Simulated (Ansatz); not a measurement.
C6H16N2, charge -1, doublet, at the geometry of the source list (a state made from the parent by changing its charge; the spin is typed, not shown lowest) (a gas-phase anion, which may not be bound at this level). Base run: HF/STO-3G in Ansatz (a first-principles code).

Geometry (Å):
```xyz
24

C      2.4124    -1.0946     0.9775
N      1.3498    -0.2730     0.4410
C      1.8676     0.9337    -0.1673
C      0.5170    -1.0402    -0.4651
C     -0.6800    -0.2583    -1.0181
N     -1.3065     0.6179    -0.0471
C     -1.7619    -0.0917     1.1292
C     -2.3773     1.3745    -0.6578
H      2.9810    -0.5124     1.7013
H      1.9820    -1.9560     1.4884
H      3.1047    -1.4623     0.2011
H      1.0349     1.5919    -0.3993
H      2.4449     0.7321    -1.0852
H      2.5183     1.4374     0.5463
H      0.1582    -1.9135     0.0871
H      1.0968    -1.4146    -1.3322
H     -0.3523     0.3671    -1.8534
H     -1.3996    -0.9975    -1.4230
H     -0.8980    -0.5010     1.6453
H     -2.2612     0.6118     1.7943
H     -2.4666    -0.9051     0.8877
H     -3.1959     0.7358    -1.0310
H     -1.9827     1.9498    -1.4955
H     -2.7858     2.0682     0.0757
```
Charge -1, spin multiplicity 2.
Orbitals are unrestricted.
All else is at Ansatz's defaults.

The base run was repeated with changes; each row names its change, and settings that it needs were set with it.

```
change               basis functions      E (Eh)  core-seconds (rough)                outcome
-------------------  ---------------  ----------  --------------------  ---------------------
base                              56  -340.69699                    20              converged
basis = 6-311++G**                 -           -                     -  cut at the time limit
basis = aug-pcseg-1                -           -                     -  cut at the time limit
basis = def2-SVPD                  -           -                     -  cut at the time limit
basis = pcseg-0                  104  -344.19533                    30              converged
basis = 6-31G*                   152  -345.16672                    50              converged
basis = 6-31+G*                  184  -345.30704                   100              converged
basis = def2-SVP                 192  -344.96603                    90              converged
```

Totals compare only among sets that treat the same electrons; sets with core potentials leave the core out.

A gas-phase anion may not be bound at this level; its values then depend on the basis.
